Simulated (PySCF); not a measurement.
C₅H₆F₂O.
SMILES with atom numbers: `[F:1][CH2:2][C:3]1=[CH:4][CH2:5][O:6][C@H:7]1[F:8]` (hydrogens: H9, H10 on C2; H11 on C4; H12, H13 on C5; H14 on C7)

Geometry (GFN2-xTB, Å), atoms numbered from 1 in this order:
```xyz
14
C5H6F2O angstrom
F      2.4680   -0.9928    0.7688
C      1.9227    0.0858    0.1257
C      0.4468   -0.0512    0.0052
C     -0.3813   -0.9581    0.5049
C     -1.7861   -0.6118    0.1279
O     -1.6558    0.4915   -0.7704
C     -0.3833    0.9943   -0.7012
F     -0.3612    2.1662    0.0648
H      2.1803    0.9787    0.7094
H      2.3955    0.1461   -0.8626
H     -0.1301   -1.8180    1.0951
H     -2.3040   -1.4162   -0.4019
H     -2.3798   -0.3237    1.0050
H     -0.0325    1.3088   -1.6927
```

The closed-shell ground state was solved at several levels (PySCF, density fitting, gas phase, non-relativistic).

| level | basis functions | HOMO (eV) | LUMO (eV) | gap (eV) | dipole (D) |
| --- | --- | --- | --- | --- | --- |
| wB97X-D/def2-SVPD | 217 | -9.77 | 1.40 | 11.17 | 1.46 |
| B3LYP/pcJ-1 | 276 | -7.64 | -0.53 | 7.11 | 1.44 |

(1) What might PBE0/pcSseg-1 (166 basis functions) give for the same quantities?

(2) Over all these levels, which gives the widest orbital gap and which the narrowest?

(3) How far do the dipole and the HOMO energy spread over the levels?

## Answers

(1) HOMO -7.87 eV, LUMO -0.32 eV, gap 7.55 eV, dipole 1.43 D.

(2) wB97X-D/def2-SVPD (range-separated hybrid) has the widest, 11.17 eV, and B3LYP/pcJ-1 (global hybrid, 20 % exact exchange) the narrowest, 7.11 eV. Functional and basis both differ between the two, so the spread mixes both effects.

(3) The dipole runs from 1.43 to 1.46 D (mean 1.44 D) and the HOMO from -9.77 to -7.64 eV.

One conformer stands for the species.
